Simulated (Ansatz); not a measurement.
A structure drawn as `CCB(C)[SiH3]`, with this starting geometry:

```xyz
16

C    -1.108    0.012   -1.840
C    -0.997    0.607   -0.438
B     0.186   -0.056    0.444
C     0.019   -1.573    0.931
Si    1.629    1.047    1.072
H    -0.067    0.108   -2.330
H    -1.857    0.494   -2.411
H    -1.324   -1.104   -1.733
H    -0.813    1.736   -0.507
H    -1.972    0.479    0.083
H     0.123   -2.195   -0.013
H    -0.875   -1.737    1.460
H     0.990   -1.857    1.543
H     1.679    1.087    2.553
H     1.475    2.442    0.565
H     2.913    0.509    0.622
```

The species carries charge 0 and has multiplicity 1.

Relax it with Ansatz at PBE-D4/def2-SVP and then PBE0-D4/def2-TZVP. Is the drawn bonding still there?

Yes, every drawn bond is still there and no new one forms.

Give the relaxed structure. (Best estimate.)

Computed: 
Z-matrix (Å, degrees):
```
C
C 1 1.541
H 1 1.093 2 111.6
H 1 1.093 2 111.6 3 -120.5
H 1 1.092 2 110.8 3 119.8
B 2 1.567 1 105.9 3 59.6
H 2 1.094 1 108.6 3 -177.9
H 2 1.096 1 108.8 3 -60.8
Si 6 2.030 2 118.4 1 90.0
C 6 1.560 2 120.3 1 -90.3
H 9 1.495 6 108.1 2 83.6
H 9 1.493 6 112.0 2 -33.5
H 9 1.491 6 114.8 2 -156.9
H 10 1.094 6 114.3 2 17.7
H 10 1.103 6 104.7 2 -98.1
H 10 1.092 6 115.3 2 146.5
```
No frequency check was run.

Atoms count as bonded under 1.1 times the sum of their covalent radii (H–H under 0.85 Å, pairs among N, O and F under 1.55 Å), and a drawn bond as lost past 1.3 times.
